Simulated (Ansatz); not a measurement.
CH$_{3}$SZn, SMILES `[CH3][Zn][S]` radical, 6 atoms. Total charge 0; spin multiplicity 2. For Zn the d shell is correlated and the shells below it are frozen. Scalar relativity is left out up to krypton. All runs use 4 threads of an AMD EPYC 9R45 on a shared host. Correlated methods freeze the cores. Open-shell runs search over several starts.

(1) Give the basis size and wall time and peak host memory of each of these runs in Ansatz. UKS B3LYP-D4/def2-TZVPP energy and forces; UKS ωB97M-V/def2-QZVPP energy; UKS ωB97M-V/def2-SVP energy; UKS BLYP-D4/def2-TZVPP energy; UHF-CCSD(T) with 3s3p of Cu, Zn/def2-SVP energy; UHF-MP2 with 3s3p of Cu, Zn/def2-QZVPP energy; UHF-CCSD(T) with 3s3p of Cu, Zn/def2-TZVPP energy; UKS PBE0-D4/def2-SVP energy; UKS PBE0-D4/def2-TZVP frequencies; UKS PBE0-D4/def2-QZVPP energy; UKS ωB97M-V/def2-TZVPP energy and forces; direct RPA on PBE orbitals with 3s3p of Cu, Zn/def2-TZVPP energy. (An estimate is asked.)

Answers

(1) Computed: Other jobs shared the machine, so times are rough.

```
                                                    level                job  functions  wall time  peak host memory (GiB)
                                     UKS PBE0-D4/def2-SVP             energy         78      3.3 s                    0.32
                 UHF-CCSD(T) with 3s3p of Cu, Zn/def2-SVP             energy         78      3.9 s                    0.39
                                   UKS BLYP-D4/def2-TZVPP             energy        179      9.5 s                    0.46
                                  UKS B3LYP-D4/def2-TZVPP  energy and forces        179       14 s                    0.82
                                     UKS ωB97M-V/def2-SVP             energy         78       22 s                     0.5
direct RPA on PBE orbitals with 3s3p of Cu, Zn/def2-TZVPP             energy        179       22 s                    0.46
                                   UKS PBE0-D4/def2-QZVPP             energy        317       24 s                     1.7
               UHF-CCSD(T) with 3s3p of Cu, Zn/def2-TZVPP             energy        179       42 s                       4
                   UHF-MP2 with 3s3p of Cu, Zn/def2-QZVPP             energy        317       70 s                     1.5
                                   UKS ωB97M-V/def2-TZVPP  energy and forces        179       72 s                     1.1
                                    UKS PBE0-D4/def2-TZVP        frequencies        134       81 s                    0.65
                                   UKS ωB97M-V/def2-QZVPP             energy        317      110 s                       2
```

B3LYP here is the variant with VWN-RPA as its local correlation; programs differ in this.
